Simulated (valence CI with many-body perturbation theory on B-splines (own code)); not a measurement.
Which ion has this spectrum?

A relativistic CI+MBPT calculation for an atom or ion with 24 electrons gives these levels (eV):

```
J  Parity       E     g
4    even   0.000  1.30
2    even   5.728  1.32
0    even  16.937      
3    even  23.660  1.39
4    even  26.470  1.15
1    even  27.243  1.36
5    even  32.506  1.12
6    even  32.554  1.11
2    even  37.202  0.94
3    even  38.085  1.04
2    even  46.818  1.15
0    even  47.011      
4    even  47.724  1.03
1    even  48.270  1.05
```

The energies are calculated, and their last digits are not significant.

(1) Which is it?
A. Sm38+
B. Pr35+
C. Gd40+
D. Tb41+

Results:

(1) A. Sm38+, ground level (3d3/2^4 3d5/2^2) J=4.
